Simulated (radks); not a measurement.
Spherical quantum dot in the effective-mass picture: electrons in a hard-walled sphere of radius 1.78, all in effective atomic units (hartree* = m*/eps^2 hartree, bohr* = eps/m* bohr), one dielectric constant everywhere. Calculated with a radial shooting solver with Libxc functionals: non-relativistic Kohn-Sham, exchange-only LDA, spin-polarised, spherical densities. Levels are named by radial order and angular momentum (1s, 1p, 1d, 2s, ...), and open shells are averaged over m. Results are scaled to m* = 0.031 and eps = 5.7, for which hartree* = 25.96 meV and bohr* = 9.73 nm. Each electron was tried in the lowest free levels, single moves between levels near the top were tried too, and the lowest total energy was kept; such a search can miss a lower state. At N = 1 the Hartree and exchange-correlation terms need not cancel, so that row can carry a self-interaction error.

N	open shells	2S	E (meV)	mu = E(N) - E(N-1) (meV)	addition energy mu(N+1) - mu(N) (meV)
1	1s(up 1, down 0)	1	42.1898	42.190	25.54
2	none	0	109.917	67.728	57.19
3	1p(up 1, down 0)	1	234.838	124.92	18.53
4	1p(up 2, down 0)	2	378.289	143.45	19.14
5	1p(up 3, down 0)	3	540.876	162.59	26.18
6	1p(up 3, down 1)	2	729.646	188.77	18.02
7	1p(up 3, down 2)	1	936.437	206.79	18.65
8	none	0	1161.88	225.44	65.91
9	1d(up 1, down 0)	1	1453.22	291.35	18.04
10	1d(up 2, down 0)	2	1762.61	309.39	18.18
11	1d(up 3, down 0)	3	2090.18	327.57	18.27
12	1d(up 4, down 0)	4	2436.02	345.84	18.32
13	1d(up 5, down 0)	5	2800.17	364.16	24.52
14	1d(up 5, down 1)	4	3188.84	388.67	17.75
15	1d(up 5, down 2)	3	3595.27	406.42	17.90
16	1d(up 5, down 3)	2	4019.59	424.32	17.99
17	1d(up 5, down 4)	1	4461.91	442.32	18.06
18	none	0	4922.28	460.37	71.73
19	2s(up 1, down 0)	1	5454.38	532.10	21.29
20	2s(up 1, down 0) 1f(up 1, down 0)	2	6007.78	553.40	17.61
21	2s(up 1, down 0) 1f(up 2, down 0)	3	6578.78	571.01	16.71
22	1f(up 4, down 0)	4	7166.50	587.71	17.52
23	1f(up 5, down 0)	5	7771.73	605.23	17.71
24	1f(up 6, down 0)	6	8394.67	622.94	17.72
25	1f(up 7, down 0)	7	9035.33	640.67	22.94
26	2s(up 1, down 0) 1f(up 7, down 0)	8	9698.93	663.60	18.35
27	1f(up 7, down 2)	5	10380.9	681.95	17.00
28	1f(up 7, down 3)	4	11079.8	698.95	17.50
29	1f(up 7, down 4)	3	11796.3	716.45	17.52
30	1f(up 7, down 5)	2	12530.3	733.97	17.54
31	1f(up 7, down 6)	1	13281.8	751.51	17.56
32	none	0	14050.8	769.07	-

All shells are closed at N = 2, 8, 18, 32 (there: 1s2 1p6 1d10 1f14); the second difference of the energy has clear peaks (12 % above both neighbours; the first and last values, which can be the largest, are not judged, and half-filled shells can peak too) at N = 2, 5, 8, 13, 18, 25.
